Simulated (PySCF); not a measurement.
BiF$_{3}$ (SMILES [F][Bi]([F])[F]), singlet, geometry from GFN2-xTB (such geometries of metal compounds can be far from the true shape) (core potentials on Bi); PySCF with DF-B3LYP/def2-SVPD.

Here is a job for PySCF.
```python
from pyscf import gto, scf, dft

mol = gto.M(
    atom='''
Bi    0.002834   -0.004030    0.273107
F    -1.352636   -1.009807   -0.840693
F    -0.221867    1.687162   -0.812624
F     1.548371   -0.640186   -0.865338
''',
    basis='def2-svpd',
    ecp={'Bi': 'def2-svpd'},
    charge=0,
    spin=0,
    verbose=4,
)

mf = dft.RKS(mol)
mf.xc = 'b3lyp'
mf = mf.density_fit(auxbasis='def2-universal-jkfit')
mf.kernel()
```

Predict the main parts of the log of this PySCF run.


```
PySCF version 2.14.0

[INPUT] verbose = 4
[INPUT] num. atoms = 4
[INPUT] num. electrons = 50
[INPUT] charge = 0
[INPUT] spin (= nelec alpha-beta = 2S) = 0
[INPUT] symmetry False subgroup None
[INPUT] Mole.unit = angstrom
[INPUT] Symbol           X                Y                Z      unit          X                Y                Z       unit  Magmom
[INPUT]  1 Bi     0.002834000000  -0.004030000000   0.273107000000 AA    0.005355483837  -0.007615596282   0.516097432702 Bohr   0.0
[INPUT]  2 F     -1.352636000000  -1.009807000000  -0.840693000000 AA   -2.556111586227  -1.908258668669  -1.588679524839 Bohr   0.0
[INPUT]  3 F     -0.221867000000   1.687162000000  -0.812624000000 AA   -0.419267866079   3.188274107773  -1.535636802249 Bohr   0.0
[INPUT]  4 F      1.548371000000  -0.640186000000  -0.865338000000 AA    2.925997129219  -1.209776208781  -1.635251825179 Bohr   0.0

nuclear repulsion = 206.471865242966
number of shells = 39
number of NR pGTOs = 166
number of NR cGTOs = 101
basis = def2-svpd
ecp = {'Bi': 'def2-svpd'}

******** <class 'pyscf.df.df_jk.DFRKS'> ********
method = DFRKS
initial guess = minao
damping factor = 0
level_shift factor = 0
DIIS = <class 'pyscf.scf.diis.CDIIS'>
diis_start_cycle = 1
diis_space = 8
diis_damp = 0
SCF conv_tol = 1e-09
SCF conv_tol_grad = None
SCF max_cycles = 50
direct_scf = False
XC library pyscf.dft.libxc version 7.1.2
    S. Lehtola, C. Steigemann, M. J. T. Oliveira, and M. A. L. Marques,  SoftwareX 7, 1–5 (2018)
XC functionals = b3lyp
    P. J. Stephens, F. J. Devlin, C. F. Chabalowski, and M. J. Frisch,  J. Phys. Chem. 98, 11623 (1994)
radial grids:
    Treutler-Ahlrichs [JCP 102, 346 (1995); DOI:10.1063/1.469408] (M4) radial grids

becke partition: Becke, JCP 88, 2547 (1988); DOI:10.1063/1.454033
pruning grids: <function nwchem_prune>
grids dens level: 3
symmetrized grids: False
atomic radii adjust function: <function treutler_atomic_radii_adjust>
small_rho_cutoff = 0
Set gradient conv threshold to 3.16228e-05
Initial guess from minao.
tot grids = 66232
******** <class 'pyscf.df.df.DF'> ********
auxbasis = def2-universal-jkfit
init E= -486.956546467282
  HOMO = -0.882706108893697  LUMO = -0.68309664415459  gap/eV = 5.43165
cycle= 1 E= -513.471186772928  delta_E= -26.5  |g|= 1.73  |ddm|= 14.1
  HOMO = -0.244678774453778  LUMO = 0.0229121580280979  gap/eV = 7.28152
cycle= 2 E= -513.785142830612  delta_E= -0.314  |g|= 1.31  |ddm|= 8.03
  HOMO = -0.346328924759395  LUMO = -0.0850697835899426  gap/eV = 7.10922
cycle= 3 E= -514.079720985177  delta_E= -0.295  |g|= 0.373  |ddm|= 2.34
  HOMO = -0.381758875245772  LUMO = -0.092928908623452  gap/eV = 7.85946
cycle= 4 E= -514.097768993285  delta_E= -0.018  |g|= 0.161  |ddm|= 0.327
  HOMO = -0.372719473050967  LUMO = -0.0939811778144658  gap/eV = 7.58486
cycle= 5 E= -514.102487000009  delta_E= -0.00472  |g|= 0.0146  |ddm|= 0.131
  HOMO = -0.373140293013854  LUMO = -0.0930970265243709  gap/eV = 7.62037
cycle= 6 E= -514.102542289553  delta_E= -5.53e-05  |g|= 0.00117  |ddm|= 0.0208
  HOMO = -0.373180853344394  LUMO = -0.0930350376179559  gap/eV = 7.62316
cycle= 7 E= -514.102542567571  delta_E= -2.78e-07  |g|= 0.00021  |ddm|= 0.00133
  HOMO = -0.37319213137763  LUMO = -0.0930566864680952  gap/eV = 7.62287
cycle= 8 E= -514.102542578332  delta_E= -1.08e-08  |g|= 2.18e-05  |ddm|= 0.000273
  HOMO = -0.373192095678259  LUMO = -0.0930574294589906  gap/eV = 7.62285
cycle= 9 E= -514.102542578423  delta_E= -9.09e-11  |g|= 9.92e-06  |ddm|= 3.22e-05
  HOMO = -0.373191485765695  LUMO = -0.0930573385759702  gap/eV = 7.62284
Extra cycle  E= -514.102542578362  delta_E= 6.09e-11  |g|= 2.16e-05  |ddm|= 2.23e-05
converged SCF energy = -514.102542578362
```
